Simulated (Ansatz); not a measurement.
Input and output for C$_{4}$F$_{10}$ (`FC(F)(F)C(F)(F)C(F)(F)C(F)(F)F`).

```yaml
crystal:
  periodic: [false, false, false]
  atoms:
    - {symbol: F, position_ang: [-2.698897, -0.136408, 0.794049]}
    - {symbol: C, position_ang: [-2.006946, 0.511423, -0.564333]}
    - {symbol: F, position_ang: [-2.977435, 1.725786, -1.134751]}
    - {symbol: F, position_ang: [-1.888246, -0.661790, -1.729137]}
    - {symbol: C, position_ang: [-0.257972, 1.250410, -0.165191]}
    - {symbol: F, position_ang: [-0.491880, 2.606099, 0.788272]}
    - {symbol: F, position_ang: [0.436981, 1.718955, -1.611114]}
    - {symbol: C, position_ang: [1.003970, 0.121981, 0.801517]}
    - {symbol: F, position_ang: [0.441516, -0.102662, 2.359198]}
    - {symbol: F, position_ang: [2.440131, 0.979572, 0.862147]}
    - {symbol: C, position_ang: [1.401674, -1.626627, 0.060872]}
    - {symbol: F, position_ang: [0.097455, -2.636114, 0.225897]}
    - {symbol: F, position_ang: [2.679738, -2.274983, 0.890382]}
    - {symbol: F, position_ang: [1.803660, -1.512144, -1.541932]}
basis:
  gaussian: {orbitals: STO-3G}
hamiltonian: {xc: {name: PBE0-DH}}
output: {forces: true}
```

```sh
$ ansatz run in.yaml --threads 4 --pin off --events-out ev --progress --plain --max-ram 66560MiB --backend cpu
```

Output, abridged:

```
Functional definition: PBE0-DH
998 factors; integrals over basis functions are off by at most 4.0e-5 eV
mean field evaluation 1: about -30790.0551 eV, gradient 8.7e1 eV
mean field evaluation 2: about -30790.0646 eV, gradient 8.7e1 eV
mean field evaluation 4: about -30817.6396 eV, gradient 2.1e1 eV
mean field evaluation 8: about -30819.1235 eV, gradient 1.1e-1 eV
mean field evaluation 16: about -30819.1029 eV, gradient 1.8e-4 eV
mean field -30819.10293999 eV, -1132.5811431063 hartree, gradient 6.1e-6 eV, S^2 0.000000; 0 other end points of the search recorded, 0 dependent functions left out
14 core orbitals not correlated: weight in the atoms' cores, before any rotation towards them, 1.000 or more for the frozen orbitals, at most 0.000 for the correlated occupied ones
reference -30819.10294620 eV, -1132.5811433344 hartree; 43, 43 occupied and 13, 13 virtual orbitals, 998 factors
second order -23.55046858 eV of doubles, -0.00000000 eV of singles
Total energy: -30822.04675477 eV, -1132.6893263041 hartree
Atom 0 at    -2.698897    -0.136408     0.794049 Å, force     3.131990     2.967830    -6.375965 eV/Å
Atom 1 at    -2.006946     0.511423    -0.564333 Å, force    -2.499308    -0.932438    -0.665095 eV/Å
Atom 2 at    -2.977435     1.725786    -1.134751 Å, force     4.392354    -5.715174     2.640516 eV/Å
Atom 3 at    -1.888246    -0.661790    -1.729137 Å, force    -0.659934     5.408208     5.428033 eV/Å
Atom 4 at    -0.257972     1.250410    -0.165191 Å, force     0.913590     3.606382    -0.827348 eV/Å
Atom 5 at    -0.491880     2.606099     0.788272 Å, force     1.133793    -6.148901    -4.532815 eV/Å
Atom 6 at     0.436981     1.718955    -1.611114 Å, force    -3.193818    -2.043195     6.752805 eV/Å
Atom 7 at     1.003970     0.121981     0.801517 Å, force     1.774331     1.341903     3.094574 eV/Å
Atom 8 at     0.441516    -0.102662     2.359198 Å, force     2.699997     1.134214    -7.169321 eV/Å
Atom 9 at     2.440131     0.979572     0.862147 Å, force    -6.627064    -3.963939    -0.100732 eV/Å
Atom 10 at     1.401674    -1.626627     0.060872 Å, force     0.626238    -2.515813    -0.914767 eV/Å
Atom 11 at     0.097455    -2.636114     0.225897 Å, force     6.100029     4.607744    -0.840288 eV/Å
Atom 12 at     2.679738    -2.274983     0.890382 Å, force    -5.923114     2.898173    -3.930082 eV/Å
Atom 13 at     1.803660    -1.512144    -1.541932 Å, force    -1.869084    -0.644994     7.440486 eV/Å
Dipole moment:    -0.013969    -0.025718    -0.011785 e Å
```

Run time 3.9 s (4 threads of an AMD EPYC 7R13 on a shared host); peak host memory 0.99 GiB.
